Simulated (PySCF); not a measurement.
A structure optimised at PBE0-D3(BJ)/def2-SVP, used in a PySCF frequency run:

```xyz
9

C     -1.7329    -0.0501    -0.2756
C     -0.2768    -0.4434    -0.4480
C      0.6942     0.4684     0.2581
O      1.7849     0.2330     0.6392
H     -2.3874    -0.7188    -0.8528
H     -2.0389    -0.1074     0.7796
H     -1.9064     0.9806    -0.6180
H     -0.0738    -1.4781    -0.1179
H      0.0201    -0.3896    -1.5114
```
Charge 0, spin multiplicity 2.

Write its SMILES and formula.

CC[C]=O, C3H5O

What are its rotational constants (standard atomic weights)?

36.133, 4.1834, 3.9745 GHz
